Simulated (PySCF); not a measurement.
## State search for HBr⁺

Unrestricted PBE0; PySCF, scalar-relativistic core potentials, basis sets H cc-pVTZ, Br cc-pVTZ-PP with ECP10. Outer shells of the fragments: H 1s1; Br+ 3d10 4s2 4p4.

Followed along the bond (rough minima from three points):

| 2Ms+1 | unpaired | ⟨S²⟩ at the start | R at minimum (Å) | Te (eV) |
| --- | --- | --- | --- | --- |
| 2 | π ↑ | 0.75 | 1.46 | 0.00 |
| 4 | σ ↑, π ↑↑ | 3.75 | none in the scan | ≤ 5.66 |

Solutions found at the starting distance of 1.535 Å, counted from the lowest of them; the search is not exhaustive and high or unbound solutions are not listed, so other states can lie among these:

```tsv
2Ms+1	unpaired	term	E (eV)	⟨S²⟩	⟨Lz²⟩	μ (D)
2	π ↑	²Π	0.00	0.75	1.01	-1.71
2	σ ↑	²Σ⁺	3.56	0.76	0.00	-2.45
4	σ ↑, π ↑↑	⁴Σ⁻	6.23	3.75	0.00	0.56
4	σ ↑↑, π ↑	⁴Π	8.05	3.75	1.01	-0.15
```

A term symbol is given only where ⟨S²⟩ and ⟨Lz²⟩ are close to those of a pure state; real π, δ and φ orbitals otherwise mix terms. A positive dipole points towards Br; it is taken about the centre of mass and depends on that origin.

Spin–orbit coupling is left out. Counting both spins, an empty level lies below a filled one in some of these solutions, because spin and occupation are held.
